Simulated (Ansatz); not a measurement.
Stretch profile

C$_{2}$H$_{6}$NNa (SMILES C[N](C)[Na]), closed shell, at its PBE0-D4/def2-TZVP minimum:

C1  (-0.447, 1.086, -0.083)
N2  (-0.335, -0.303, -0.397)
C3  (0.718, -0.874, 0.381)
Na4  (-1.523, -1.338, -1.781)
H5  (-0.672, 1.281, 0.989)
H6  (-1.248, 1.569, -0.660)
H7  (0.481, 1.663, -0.292)
H8  (0.843, -1.946, 0.173)
H9  (0.557, -0.785, 1.478)
H10  (1.710, -0.403, 0.197)
(Å)

The bond length C1–H5 (1.113 Å at the minimum) is set to the values below, the two halves moving rigidly along the bond. Each method's energies count from its own value at the PBE0-D4 minimum structure. Program: Ansatz 0.2.0. Basis: def2-TZVPP. Cores are frozen in the correlated methods. The outer core shell of Li, Na, Mg and K is correlated. The def2 sets are not built for correlating such inner shells, so the correlated values are less sure here. B3LYP uses VWN-RPA correlation.

CCSD(T) energies along the scan:
```json
{"bond length (Å)": "0.979", "CCSD(T) (kcal/mol)": "7.48"}
{"bond length (Å)": "1.018", "CCSD(T) (kcal/mol)": "3.41"}
{"bond length (Å)": "1.074", "CCSD(T) (kcal/mol)": "0.48"}
{"bond length (Å)": "1.141", "CCSD(T) (kcal/mol)": "0.27"}
{"bond length (Å)": "1.214", "CCSD(T) (kcal/mol)": "2.77"}
{"bond length (Å)": "1.293", "CCSD(T) (kcal/mol)": "7.45"}
{"bond length (Å)": "1.377", "CCSD(T) (kcal/mol)": "13.63"}
{"bond length (Å)": "1.465", "CCSD(T) (kcal/mol)": "20.67"}
{"bond length (Å)": "1.558", "CCSD(T) (kcal/mol)": "28.14"}
```
They count from the CCSD(T) energy at the PBE0-D4 minimum.

Minimum and curvature along this coordinate at CCSD(T): A fifth-order fit through the nearest points gives 1.111 Å, with a curvature of about 28 eV/Å².

Q: Treat the two halves as rigid bodies and work out the harmonic wavenumber of this stretch from that curvature (ν̃ = 521.5 √(k/μ) cm⁻¹ with k in eV/Å² and μ in u).

A: The halves weigh 66.06 and 1.01 u, so μ = 66.06 × 1.01/67.07 = 0.995 u and ν̃ = 521.5 √(28/0.995) ≈ 2800 cm⁻¹. A true normal mode mixes in other motions, so this is a guide only.

Largest difference from the CCSD(T) curve over the scan: PBE-D4 3.64; r2SCAN-D4 1.48; B3LYP-D4 1.33; MP2 2.18 kcal/mol. Each curve counts from its own value at the minimum.

The T1 diagnostic stays at or below 0.014.

For scale, one of the runs: CCSD(T)/def2-TZVPP, 209 basis functions (an equivalent command: `ansatz run in.yaml --threads 4`). Hardware: 4 CPU threads, shared host. Wall time 41 s; peak host memory 3.2 GiB.
